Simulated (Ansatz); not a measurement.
Ansatz (a quantum-chemistry and plane-wave program) input (SVWN5/def2-TZVPD):

Ansatz 0.2 input:
```yaml
crystal:
  periodic: [false, false, false]
  atoms:
    - {symbol: Zn, position_ang: [-0.00000000, -0.00000000, -0.05266854]}
    - {symbol: H, position_ang: [0.00000000, 0.00000000, 1.58005619]}
basis:
  gaussian:
    orbitals: def2-TZVPD
hamiltonian:
  xc: {name: SVWN5}
magnetization: {spin_polarized: true, initial_magnetization: 1}
output: {forces: true}
```

End of the output:

```
integrals: 0.01 GiB planned
515 factors; their error is unknown
mean field: 0.15 GiB planned
mean field evaluation 1: about -48353.2746 eV, gradient 3.5e1 eV
mean field evaluation 2: about -48345.9464 eV, gradient 8.0e1 eV
mean field evaluation 4: about -48355.5919 eV, gradient 1.7e0 eV
mean field evaluation 8: about -48355.5836 eV, gradient 1.2e-2 eV
mean field -48355.58355246 eV, -1777.0349189613 hartree, gradient 2.5e-5 eV, S^2 0.752664; 0 other end points of the search recorded, 0 dependent functions left out
the calculation of the forces begins
reference -48355.58358418 eV, -1777.0349201269 hartree; 16, 15 occupied and 44, 45 virtual orbitals, 515 factors
Total energy: -48355.58358418 eV, -1777.0349201269 hartree
Atom 0 at    -0.000000    -0.000000    -0.052669 Å, force    -0.000000    -0.000000     0.201514 eV/Å
Atom 1 at     0.000000     0.000000     1.580056 Å, force     0.000000     0.000000    -0.201514 eV/Å
Dipole moment:    -0.000000    -0.000000    -0.084207 e Å
```

The spin state was set by rule; other spins were not relaxed.
